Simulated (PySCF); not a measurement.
Radial density of P³⁺ (phosphorus, charge +3)

UHF, [Ne] 3s2, closed-shell 1S. Computed with PySCF 2.14 in x2c-QZVPPall, with the spin-free X2C one-electron Hamiltonian (Gaussian nucleus).

```json
{"r (bohr)": "0.00204", "4πr²ρ (e/bohr)": "0.1238"}
{"r (bohr)": "0.00343", "4πr²ρ (e/bohr)": "0.3260"}
{"r (bohr)": "0.00577", "4πr²ρ (e/bohr)": "0.8368"}
{"r (bohr)": "0.00971", "4πr²ρ (e/bohr)": "2.054"}
{"r (bohr)": "0.0163", "4πr²ρ (e/bohr)": "4.675"}
{"r (bohr)": "0.0275", "4πr²ρ (e/bohr)": "9.345"}
{"r (bohr)": "0.0462", "4πr²ρ (e/bohr)": "15.01"}
{"r (bohr)": "0.0777", "4πr²ρ (e/bohr)": "16.96"}
{"r (bohr)": "0.131", "4πr²ρ (e/bohr)": "12.45"}
{"r (bohr)": "0.220", "4πr²ρ (e/bohr)": "11.59"}
{"r (bohr)": "0.370", "4πr²ρ (e/bohr)": "16.02"}
{"r (bohr)": "0.622", "4πr²ρ (e/bohr)": "9.087"}
{"r (bohr)": "1.05", "4πr²ρ (e/bohr)": "2.043"}
{"r (bohr)": "1.76", "4πr²ρ (e/bohr)": "1.317"}
{"r (bohr)": "2.96", "4πr²ρ (e/bohr)": "0.1703"}
{"r (bohr)": "4.98", "4πr²ρ (e/bohr)": "0.0006118"}
```

Densities and radii are taken from the X2C orbitals without a picture-change correction, which distorts them close to the nucleus.
